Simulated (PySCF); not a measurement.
# Pb: excitation energy

Pb [Xe] 4f14 5d10 6s2 6p2 (3P) → Pb [Xe] 4f14 5d10 6s1 6p2 7s1 (5P), as a difference of total energies. Computed with PySCF 2.14 in x2c-TZVPPall with one added diffuse shell each of s, p, d, f type (12s8p7d4f, 99 functions), with scalar relativity by spin-free X2C-1e. Correlated levels: valence: [Xe] 4f14 5d10 frozen. The calculations carry no spin-orbit coupling.

```csv
method,excitation energy (eV)
UHF,9.815
MP2 (valence),10.456
SCS-MP2 (valence),10.718
CCSD (valence),10.588
CCSD(T) (valence),10.609
```

Question: How much does correlation contribute at CCSD(T) (valence)?

Answer: 10.609 − (9.815) = 0.794 eV, measured against UHF.

Spin-orbit coupling is strong in these open shells (close to jj coupling). The scalar numbers leave it out and a first-order estimate fails, so it can dominate the gap to the real levels.

The upper state lies above the first ionisation limit. A Rydberg-like electron needs more diffuse functions than a valence basis has.

The promoted electron is Rydberg-like, and one or two diffuse shells describe it only roughly, which tends to raise the upper state.
